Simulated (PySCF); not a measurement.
B(OH)(SeH)2 (BH3OSe2), SMILES OB([SeH])[SeH]. Atoms are numbered in the order given.

```xyz
7

B      0.6804     0.0016     0.0000
O      2.0302     0.0847     0.0000
H      2.4983    -0.7586     0.0000
Se    -0.3564    -1.6771     0.0000
H      0.8155    -2.5796     0.0000
Se    -0.2711     1.7219     0.0000
H     -1.6221     1.1307     0.0000
```

Geometry: B3LYP-D3(BJ)/def2-SVP. One conformer was computed; it need not be the lowest.

Method: PySCF with PBE/pcSseg-1.

GIAO shieldings, no solvent; atoms listed in one row are averaged. δ = σ(ref) − σ: ¹¹B against BF3 (σ = 83.9 ppm); ¹⁷O against H2O (σ = 334.3 ppm); ¹H against TMS (σ = 31.49 ppm); ⁷⁷Se against Me2Se (σ = 1634.8 ppm), references at their B3LYP-D3(BJ)/def2-TZVP geometries, non-relativistic.

Computed chemical shifts:
```tsv
nucleus	atoms	count	δ (ppm)
¹¹B	B1	1	40.2
¹⁷O	O2	1	194.9
¹H	H3	1	5.24
¹H	H5, H7	2	1.91
⁷⁷Se	Se4	1	-146.6
⁷⁷Se	Se6	1	-168.8
```
